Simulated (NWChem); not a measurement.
All runs are NWChem calculations. System: hydrogen iodide (HI), charge 0, spin multiplicity 1, at a geometry optimised with PBE/def2-SVP with def2 effective core potentials on I. Level: RHF/def2-QZVP with def2 effective core potentials on I.

The NWChem input:

```
start mol
memory heap 200 mb stack 900 mb global 1100 mb
geometry units angstroms nocenter noautoz
  I      0.000000     0.000000     0.030237
  H      0.000000     0.000000    -1.602562
  symmetry group C2v
end
basis spherical
  * library def2-qzvp
end
ecp
  I library def2-ecp
end
scf
  rhf
  nopen 0
  maxiter 100
  thresh 1e-7
  semidirect memsize 60000000 filesize 0
end
task scf energy
```

NWChem printed:

```
             Northwest Computational Chemistry Package (NWChem) 7.3.0
             --------------------------------------------------------

                                NWChem Input Module
                                -------------------

 Scaling coordinates for geometry "geometry" by  1.889725989
 (inverse scale =  0.529177249)

 Turning off AUTOSYM since
 SYMMETRY directive was detected!

                             Geometry "geometry" -> ""
                             -------------------------

 Output coordinates in angstroms (scale by  1.889725989 to convert to a.u.)

  No.       Tag          Charge          X              Y              Z
 ---- ---------------- ---------- -------------- -------------- --------------
    1 I                   53.0000     0.00000000     0.00000000     0.03023700
    2 H                    1.0000     0.00000000     0.00000000    -1.60256200

 Effective nuclear repulsion energy (a.u.)      17.1768810472

            Nuclear Dipole moment (a.u.)
            ----------------------------
        X                 Y               Z
 ---------------- ---------------- ----------------
     0.0000000000     0.0000000000    -0.0000018897

      Symmetry information
      --------------------

 Group name             C2v
 Group number             16
 Group order               4
 No. of unique centers     2

      Symmetry unique atoms

     1    2


 Summary of "ao basis" -> "" (spherical)
 ------------------------------------------------------------------------------
       Tag                 Description            Shells   Functions and Types
 ---------------- ------------------------------  ------  ---------------------
 *                         def2-qzvp                  on all atoms

 Summary of "ao basis" -> "ao basis" (spherical)
 ------------------------------------------------------------------------------
       Tag                 Description            Shells   Functions and Types
 ---------------- ------------------------------  ------  ---------------------
 I                         def2-qzvp                22       82   7s6p4d4f1g
 H                         def2-qzvp                10       30   4s3p2d1f

                                 NWChem SCF Module
                                 -----------------

  ao basis        = "ao basis"
  functions       =   112
  atoms           =     2
  closed shells   =    13
  open shells     =     0
  charge          =   0.00
  wavefunction    = RHF
  use symmetry    = T
  symmetry adapt  = T

 Summary of "ao basis" -> "ao basis" (spherical)
 ------------------------------------------------------------------------------
       Tag                 Description            Shells   Functions and Types
 ---------------- ------------------------------  ------  ---------------------
 I                         def2-qzvp                22       82   7s6p4d4f1g
 H                         def2-qzvp                10       30   4s3p2d1f

      Symmetry analysis of basis
      --------------------------

        a1         45
        a2         13
        b1         27
        b2         27

 Forming initial guess at       0.3s

      Superposition of Atomic Density Guess
      -------------------------------------

 Sum of atomic energies:        -347.66261945

      Non-variational initial energy
      ------------------------------

 Total energy =    -297.166093
 1-e energy   =    -533.921348
 2-e energy   =     228.652953
 HOMO         =      -0.352726
[...]
                 3     -297.2435591536  1.27D-02  4.25D-03      6.4
                 4     -297.2435839177  9.67D-05  1.81D-05      6.7
                 5     -297.2435839182  4.23D-09  1.47D-09      7.1

       Final RHF  results
       ------------------

         Total SCF energy =   -297.243583918171
      One-electron energy =   -534.272351228784
      Two-electron energy =    228.926464929860
 Nuclear repulsion energy =      8.102302380754

        Time for solution =      1.0s

       Symmetry analysis of molecular orbitals - final
       -----------------------------------------------

  Numbering of irreducible representations:

     1 a1          2 a2          3 b1          4 b2

  Orbital symmetries:

     1 a1          2 a1          3 b2          4 b1          5 a1
     6 b1          7 b2          8 a1          9 a2         10 a1
    11 a1         12 b2         13 b1         14 a1         15 a1
    16 a1         17 b1         18 b2         19 b2         20 b1
    21 a2         22 a1         23 a1

             Final eigenvalues
             -----------------

              1
    1   -7.7486
    2   -5.6026
    3   -5.5939
    4   -5.5939
    5   -2.2992
    6   -2.2940
    7   -2.2940
    8   -2.2843
    9   -2.2843
   10   -0.9126
   11   -0.5282
   12   -0.3871
   13   -0.3871
   14    0.0726
   15    0.1656
   16    0.1877
   17    0.2070
   18    0.2070
   19    0.2706
   20    0.2706
   21    0.2904
   22    0.2904
   23    0.3035

                       ROHF Final Molecular Orbital Analysis
                       -------------------------------------

 Vector   11  Occ=2.000000D+00  E=-5.282399D-01  Symmetry=a1
              MO Center= -2.0D-16, -1.5D-16, -4.4D-01, r^2= 2.1D+00
   Bfn.  Coefficient  Atom+Function         Bfn.  Coefficient  Atom+Function
  ----- ------------  ---------------      ----- ------------  ---------------
    19      0.339892  1 I  pz                22      0.305556  1 I  pz
    10     -0.246023  1 I  pz                85     -0.241590  2 H  s
     6      0.190830  1 I  s                  5      0.188191  1 I  s
     3     -0.180128  1 I  s                 84     -0.174121  2 H  s

 Vector   12  Occ=2.000000D+00  E=-3.871070D-01  Symmetry=b2
              MO Center= -3.1D-31,  7.8D-18,  8.7D-03, r^2= 2.0D+00
   Bfn.  Coefficient  Atom+Function         Bfn.  Coefficient  Atom+Function
  ----- ------------  ---------------      ----- ------------  ---------------
    21      0.494234  1 I  py                18      0.443561  1 I  py
     9     -0.317222  1 I  py                24      0.188048  1 I  py

 Vector   13  Occ=2.000000D+00  E=-3.871070D-01  Symmetry=b1
              MO Center=  9.9D-18,  2.9D-31,  8.7D-03, r^2= 2.0D+00
   Bfn.  Coefficient  Atom+Function         Bfn.  Coefficient  Atom+Function
  ----- ------------  ---------------      ----- ------------  ---------------
    20      0.494234  1 I  px                17      0.443561  1 I  px
     8     -0.317222  1 I  px                23      0.188048  1 I  px

 Vector   14  Occ=0.000000D+00  E= 7.263048D-02  Symmetry=a1
              MO Center=  1.0D-15,  2.4D-16, -4.6D-01, r^2= 5.7D+00
   Bfn.  Coefficient  Atom+Function         Bfn.  Coefficient  Atom+Function
  ----- ------------  ---------------      ----- ------------  ---------------
    86      1.913945  2 H  s                 25      1.187599  1 I  pz
     7     -0.820058  1 I  s                  6     -0.262199  1 I  s
    19      0.221233  1 I  pz                 3      0.205835  1 I  s
    84      0.175314  2 H  s

 Vector   15  Occ=0.000000D+00  E= 1.656113D-01  Symmetry=a1
              MO Center=  5.4D-14, -3.0D-14, -9.7D-01, r^2= 5.7D+00
   Bfn.  Coefficient  Atom+Function         Bfn.  Coefficient  Atom+Function
  ----- ------------  ---------------      ----- ------------  ---------------
     6      2.563989  1 I  s                  7     -1.879969  1 I  s
     5     -1.199659  1 I  s                 25      0.865812  1 I  pz
    22     -0.646505  1 I  pz                 4      0.583788  1 I  s
    85      0.385915  2 H  s                 86     -0.371659  2 H  s
    43      0.307740  1 I  d  0               3     -0.289773  1 I  s

 Vector   16  Occ=0.000000D+00  E= 1.876542D-01  Symmetry=a1
              MO Center=  4.7D-17, -3.3D-17,  6.0D-01, r^2= 7.2D+00
   Bfn.  Coefficient  Atom+Function         Bfn.  Coefficient  Atom+Function
  ----- ------------  ---------------      ----- ------------  ---------------
     7      2.422602  1 I  s                  6     -2.054583  1 I  s
    22     -1.470724  1 I  pz                25      0.919601  1 I  pz
     5      0.864205  1 I  s                 86     -0.815238  2 H  s
     4     -0.530446  1 I  s                  3      0.304564  1 I  s
    85     -0.267008  2 H  s                 95     -0.212274  2 H  pz

 center of mass
 --------------
 x =   0.00000000 y =   0.00000000 z =   0.03282778

 moments of inertia (a.u.)
 ------------------
           9.519469988566           0.000000000000           0.000000000000
           0.000000000000           9.519469988566           0.000000000000
           0.000000000000           0.000000000000           0.000000000000

  Mulliken analysis of the total density
  --------------------------------------

    Atom       Charge   Shell Charges
 -----------   ------   -------------------------------------------------------
    1 I   25    25.06   0.71  0.02  1.16  0.17  0.85  0.85  0.16  5.42  0.02  0.72  1.86  2.39  0.65  9.00  0.88  0.14  0.02  0.01  0.01  0.00  0.00  0.00
    2 H    1     0.94   0.09  0.30  0.42  0.08  0.00  0.01  0.04  0.00  0.00  0.00

       Multipole analysis of the density wrt the origin
       ------------------------------------------------

     L   x y z        total         open         nuclear
     -   - - -        -----         ----         -------
     0   0 0 0     -0.000000      0.000000     26.000000

     1   1 0 0      0.000000      0.000000      0.000000
     1   0 1 0      0.000000      0.000000      0.000000
     1   0 0 1     -0.214506      0.000000     -1.599912

     2   2 0 0    -21.564582      0.000000      0.000000
     2   1 1 0      0.000000      0.000000      0.000000
     2   1 0 1     -0.000000      0.000000      0.000000
     2   0 2 0    -21.564582      0.000000      0.000000
     2   0 1 1      0.000000      0.000000      0.000000
     2   0 0 2    -17.994628      0.000000      9.252849

 Task  times  cpu:        7.1s     wall:        7.1s

 Total times  cpu:        7.2s     wall:        7.2s
```
